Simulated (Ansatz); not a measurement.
Saddle point of GeH5Br, closed shell (GeH₃Br ([GeH3][Br]) + H₂ → GeH₄ + HBr; bonds formed: Ge1–H7, Br2–H6; bonds broken: Ge1–Br2, H6–H7), PBE0-D4/def2-TZVP structure:

Ge1  (-0.490, -0.406, -0.082)
Br2  (2.236, -0.081, 0.516)
H3  (0.012, -1.195, -1.282)
H4  (-1.861, 0.227, -0.440)
H5  (-0.579, -1.005, 1.314)
H6  (0.738, 1.079, 0.088)
H7  (-0.057, 1.379, -0.115)
(Å)

Energies are electronic, without zero-point energy. Barriers and step energies count from the start structure reached by relaxing down the imaginary mode; all methods use the PBE0-D4 structures, on which another method's saddle can fall below an end. Ansatz 0.2.0; basis: def2-TZVPP, with def2-QZVPP for the basis limit; cores frozen in the correlated methods. Filled d shells of the heavier atoms are correlated. The def2 sets are not built for correlating such inner shells, so the correlated values are less sure here. B3LYP uses VWN-RPA correlation. Extrapolation: Hartree–Fock as exp(−7.88 √X), correlation as X^−2.97.

```
      method  barrier (kcal/mol)  step energy (kcal/mol)
       SPW92               40.26                   10.30
      PBE-D4               46.52                   13.28
     BLYP-D4               49.32                   13.39
   r2SCAN-D4               49.77                   14.03
      B97M-V               52.10                   11.71
     PBE0-D4               49.80                   13.54
    B3LYP-D4               51.70                   13.44
  r2SCAN0-D4                   ?                   14.14
    BHLYP-D4                   ?                   13.99
CAM-B3LYP-D4               53.44                   12.14
     wB97X-V               54.64                   13.52
     wB97M-V               53.57                   13.69
      B2PLYP               54.06                   13.41
    PBE-QIDH               53.51                   14.07
  RPA on PBE                   ?                   12.02
          HF               63.00                   13.92
         MP2               56.12                   14.70
        CCSD               57.05                   12.32
     CCSD(T)               55.73                   12.66
```

Problem. Fill in the withheld barriers. (An estimate is asked for; the value comes from the calculation.)

Solution. By the calculation: RPA on PBE 56.12; r2SCAN0-D4 51.77; BHLYP-D4 55.17 kcal/mol. Each is the energy of the saddle less that of the start structure, by the same method.

For comparison, the barrier by CCSD(T) at an estimated basis limit (MP2 extrapolated from triple and quadruple zeta, plus CCSD(T) − MP2 in triple zeta) is 54.73 kcal/mol.

No T1 diagnostic of these runs exceeds 0.011.

Labels in which every atom is bracketed show which atoms are joined, not bond orders.

For scale, one of the runs: CCSD(T)/def2-TZVPP, 166 basis functions (an equivalent command: `ansatz run in.yaml --threads 4`). Hardware: 4 CPU threads, shared host. Wall time 52 s; peak host memory 1.4 GiB.
